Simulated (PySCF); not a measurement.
# Radial density of Te (tellurium, neutral)

UHF, [Kr] 4d10 5s2 5p4, high-spin 3P determinant. Computed with PySCF 2.14 in def2-SVP with the def2 core potential (28 electrons), with a scalar-relativistic core potential. This is the valence pseudo-density: the core potential removes the inner electrons and smooths the orbitals near the nucleus.

| r (bohr) | 4πr²ρ (e/bohr) | 4πr²(ρα − ρβ) |
| --- | --- | --- |
| 0.00284 | 1.348e-05 | 0.0000 |
| 0.00478 | 3.781e-05 | 0.0000 |
| 0.00804 | 0.0001045 | 0.0000 |
| 0.0135 | 0.0002769 | 0.0000 |
| 0.0227 | 0.0006551 | 0.0000 |
| 0.0383 | 0.001182 | 0.0000 |
| 0.0644 | 0.001675 | 0.0000 |
| 0.108 | 0.007862 | 0.0001 |
| 0.182 | 0.08919 | 0.0005 |
| 0.306 | 1.367 | 0.0098 |
| 0.515 | 14.84 | 0.1288 |
| 0.866 | 23.38 | 0.0152 |
| 1.46 | 6.114 | 0.4462 |
| 2.45 | 2.763 | 0.9265 |
| 4.12 | 0.5001 | 0.2019 |
| 6.94 | 0.006919 | 0.0030 |

Energies and moments cover only the electrons outside the core potential.
